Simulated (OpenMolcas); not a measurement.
**CH6O3Sn (SMILES C[Sn](O)(O)O): methods side by side**

The species is CH6O3Sn (11 atoms), meant as a singlet with charge 0. As SMILES, `C[Sn](O)(O)O`. Geometry: relaxed at PBE0-D4/def2-TZVP. This is one conformer, not always the lowest.

```xyz
11

C    -1.6348    0.8215    0.1612
Sn    0.2422   -0.1215   -0.0239
O     0.6584   -1.2741    1.5051
O     1.7180    1.1602   -0.1602
O     0.3586   -1.2599   -1.6145
H    -1.5124    1.7512    0.7149
H    -2.0268    1.0311   -0.8329
H    -2.3142    0.1588    0.6953
H     1.5324   -1.0934    1.8613
H     2.2935    0.9644   -0.9044
H     0.6853   -2.1383   -1.4020
```

Each level gives the vertical energy of the triplet above the singlet (eV). The values are calculated.

```json
{"level": "HF/def2-SVP (core potential)", "kind": "Hartree–Fock", "program": "OpenMolcas", "value (eV)": "7.17", "CPU time (all runs)": "50 s"}
{"level": "SVWN5/def2-SVP (core potential)", "kind": "LDA", "program": "OpenMolcas", "value (eV)": "4.97", "CPU time (all runs)": "2.3 min"}
{"level": "BLYP/def2-SVP (core potential)", "kind": "GGA", "program": "OpenMolcas", "value (eV)": "4.86", "CPU time (all runs)": "3.6 min"}
{"level": "PBE/def2-SVP (core potential)", "kind": "GGA", "program": "OpenMolcas", "value (eV)": "4.97", "CPU time (all runs)": "4.8 min"}
{"level": "TPSS/def2-SVP (core potential)", "kind": "meta-GGA", "program": "OpenMolcas", "value (eV)": "5.10", "CPU time (all runs)": "4.7 min"}
{"level": "M06-2X/def2-SVP (core potential)", "kind": "hybrid meta-GGA", "program": "OpenMolcas", "value (eV)": "6.72", "CPU time (all runs)": "3.9 min"}
```

Spin-orbit coupling, which can split open shells on such heavy atoms by tenths of an eV, is left out. The values span 4.86 to 7.17 eV. A triplet this far above the singlet is often a Rydberg-like or dissociative state; sets without diffuse functions put Rydberg states too high. CPU times are rough (shared hosts, several kinds of processor): they show what a rung costs within a factor of a few.
